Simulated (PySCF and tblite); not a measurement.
Values are calculated unless marked as measured or tabulated.
C6H5NO, numbered as in [O:1]=[CH:2][c:3]1[cH:4][cH:5][cH:6][n:7][cH:8]1.

Free energies: PBE0-D3(BJ)/pcSseg-1 (IEF-PCM, chloroform) on GFN2-xTB structures plus GFN2-xTB thermal terms, symmetry and mirror images included. Conformers within 3 kcal/mol (GFN2-xTB free energy) were kept, 5 at most. Run with PySCF (density fitting) and tblite.

Torsions listed: O1–C2–C3–C4.

```
conformer  shape  symmetry  dipole D
        1     0°        Cs      1.94
        2   180°        Cs      5.02
```

Question: Which of these conformers is the most populated at 298.15 K, and with what share?

Answer: Conformer 1, about 65 %. The lead over the next is within the error of the method.

Question: Give the DFT energies and free energies relative to the lowest, and all weights.

Answer: 
| conformer | shape | E(DFT) kcal/mol | G(298.15 K) kcal/mol | weight % |
| --- | --- | --- | --- | --- |
| 1 | 0° | 0.00 | 0.00 | 65.5 |
| 2 | 180° | 0.42 | 0.38 | 34.5 |

Question: How does its share change from 200 K to 400 K?

Answer: From 72 % to 62 %; the mixing entropy goes from 1.17 to 1.32 cal/(mol K).
